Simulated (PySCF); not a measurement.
# What binds GeF: the parts of the energy along the bond

State: ²Π, doublet, unpaired electrons π ↑. ROHF-based CCSD(T) in PySCF 2.14 with Ge cc-pwCVDZ-PP with ECP10, F aug-cc-pVDZ and Ge cc-pwCVTZ-PP with ECP10, F aug-cc-pVTZ (frozen core orbitals: 5; scalar-relativistic core potentials). Correlation energies are extrapolated as n⁻³ (n = 2, 3), Hartree–Fock as (n+1)·exp(−9√n). All energies in eV from Ge + F.

| R (Å) | HF/CBS | CCSD corr. | (T) | total |
| --- | --- | --- | --- | --- |
| 1.5509 | -2.931 | -1.512 | -0.1539 | -4.597 |
| 1.6214 | -3.342 | -1.534 | -0.1658 | -5.042 |
| 1.6918 | -3.509 | -1.558 | -0.1778 | -5.245 |
| 1.7623 | -3.511 | -1.582 | -0.1897 | -5.283 |
| 1.8328 | -3.403 | -1.604 | -0.2013 | -5.208 |
| 1.9210 | -3.167 | -1.628 | -0.2150 | -5.011 |
| 2.0091 | -2.868 | -1.648 | -0.2279 | -4.744 |

A fit to the total gives Re = 1.7466 Å, De = 5.286 eV, ωe = 663.5 cm⁻¹, Be = 0.3656 cm⁻¹ (masses 73.9212 and 18.9984 u).

Q: At R = 1.7623 Å the CCSD correlation energy is -0.515524 hartree in the smaller basis and -0.775059 in the larger. Extrapolate it.

A: (3³·E3 − 2³·E2)/(3³ − 2³) = -0.88434 hartree; the larger basis holds 87.6 % of it.

The T1 diagnostic is 0.019. The state was picked by a PBE0 search and need not be the measured ground state. Spin–orbit coupling, excitations beyond (T) and corrections to the Born–Oppenheimer picture are left out.
